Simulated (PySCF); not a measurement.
# Working out the ionisation energy of Sb²⁺

Sb²⁺ [Kr] 4d10 5s2 5p1 (2P) → Sb³⁺ [Kr] 4d10 5s2 (1S). Calculation: PySCF 2.14, in def2-SVP with the def2 core potential (28 electrons) (4s4p2d, 26 functions); a scalar-relativistic core potential. Frozen: 4s2 4p6 4d10. Energies in hartree (1 hartree = 27.21139 eV):

| part | Sb²⁺ (lower) | Sb³⁺ (upper) |
| --- | --- | --- |
| UHF | -238.369662 | -237.483531 |
| CCSD correlation | -0.040654 | -0.033161 |
| (T) | -0.000320 | 0.000000 |

Q: What does Hartree-Fock give?

A: (-237.483531) − (-238.369662) = 0.886131 hartree = 24.113 eV.

Q: What do CCSD and CCSD(T) give?

A: The CCSD correlation energies differ by 0.007493 hartree = 0.204 eV and the triples by 0.000320 hartree = 0.009 eV, so CCSD gives 24.317 eV and CCSD(T) 24.326 eV.

Reference: 25.323 eV (measured; NIST Atomic Spectra Database, ionization energies), between the lowest levels; spin-orbit coupling is absent from the calculation.

A double-zeta basis recovers only part of the correlation energy.

What remains against the reference includes basis incompleteness, the frozen core and higher excitations.
